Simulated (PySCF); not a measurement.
Cartesian coordinates (Å):
```xyz
3

Zn     0.0000     0.0000     0.0000
Cl     0.8300     1.8609     0.4613
Cl    -0.8300    -1.8609    -0.4613
```
Charge 0, spin multiplicity 1.

**Question.** Predict the HOMO–LUMO gap, charge on the central atom (meta-Löwdin), dipole moment, charge on the central atom (Mulliken), HOMO, LUMO and total energy from PySCF 2.14.0 with PBE-D3(BJ)/def2-TZVP // r2SCAN-D4/def2-SVP.

**Answer.** 
```json
{
 "HOMO–LUMO gap": "5.14 eV",
 "charge on the central atom (meta-Löwdin)": "1.19 e",
 "dipole_moment": "0.00 D",
 "charge on the central atom (Mulliken)": "0.54 e",
 "HOMO": "-7.75 eV",
 "LUMO": "-2.61 eV",
 "total_energy": "-2699.2931 Ha"
}
```
